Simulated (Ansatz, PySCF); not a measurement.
Dimer: NH3 (SMILES N) (first 4 atoms) with PH3 (SMILES P); geometry from B3LYP-D3(BJ)/def2-TZVP.
(charge 0, multiplicity 1):
| atom | x (Å) | y (Å) | z (Å) |
|---|---|---|---|
| N | -0.0643 | -0.1165 | 0.0765 |
| H | -0.9063 | -0.6806 | 0.0766 |
| H | -0.3421 | 0.8358 | -0.1314 |
| H | 0.5202 | -0.4387 | -0.6864 |
| P | -0.0889 | 0.4472 | 3.2502 |
| H | 1.1566 | 0.9473 | 2.8024 |
| H | 0.2700 | 0.5195 | 4.6256 |
| H | 0.2987 | -0.9077 | 3.1233 |

Monomers are frozen at their geometry in the pair; levels with a basis set take the counterpoise correction.

Programs: Ansatz (a program for electronic structure) with Gaussian orbitals; PySCF for the dispersion terms. Values without a source in brackets are computed.

Question: One of these levels gives 0.02 kcal/mol for the interaction energy. Name it.
A. BLYP-D3(BJ)/def2-TZVPPD
B. B3LYP/def2-TZVPPD
C. HF/aug-cc-pV(T+d)Z
D. PBE/def2-TZVPPD

Answer: C, HF/aug-cc-pV(T+d)Z. The others give -1.15 (PBE/def2-TZVPPD), -1.60 (BLYP-D3(BJ)/def2-TZVPPD), -0.41 (B3LYP/def2-TZVPPD)
